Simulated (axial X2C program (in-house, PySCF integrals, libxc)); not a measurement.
Curves of InF⁻ by EOM-EA-CCSD

Computed with an in-house all-electron X2C program for linear molecules (integrals from PySCF): two-component X2C with atomic mean-field Coulomb and Gaunt terms, Gaussian nuclei, basis In dyall-acv3z, F dyall-av3z with contracted cores.

Energies in eV from the lowest point of the lowest state; states are followed by energy order within each Ω. Reference: InF, 10 electrons correlated in 92 virtual spinors with an MP2 remainder; levels at this size can be off by some tenths of an eV. Masses 114.904 and 18.998 u.

```json
{"R (Å)": "1.836", "(1)Ω=1/2": "0.4797", "(1)Ω=3/2": "0.5301"}
{"R (Å)": "1.916", "(1)Ω=1/2": "0.1755", "(1)Ω=3/2": "0.2328"}
{"R (Å)": "1.996", "(1)Ω=1/2": "0.0338", "(1)Ω=3/2": "0.0984"}
{"R (Å)": "2.086", "(1)Ω=1/2": "0.0000", "(1)Ω=3/2": "0.0724"}
{"R (Å)": "2.176", "(1)Ω=1/2": "0.0495", "(1)Ω=3/2": "0.1293"}
{"R (Å)": "2.295", "(1)Ω=1/2": "0.1878", "(1)Ω=3/2": "0.2766"}
```

Q: Fit the curves (1)Ω=1/2, (1)Ω=3/2 near their minima.

A: At EOM-EA-CCSD from InF (the fit fixes ωe to about one per cent; ωe of higher roots by this method can be off by ten per cent):

```tsv
state	Te (cm⁻¹)	Re (Å)	ωe (cm⁻¹)
(1)Ω=1/2	0	2.070	429.7
(1)Ω=3/2	570	2.063	437.4
```

For InF at CCSD, and between the minima:

Re = 2.003 Å, ωe = 529.6 cm⁻¹; removing the electron costs 0.100 eV without zero-point terms.

T1 of the reference reaches 0.022 (Lee–Taylor). Curves followed by order can swap character. Number of frozen shells: In 4 s, 3 p, 2 d; F 1 s. Roots with under 60 % one-particle weight at any point are counted in the labels but not shown, and the list ends where the roots sought for some Ω run out; states that need a further excitation are missing and may lie low or lowest. Curves with a minimum but no constants failed the fit check.
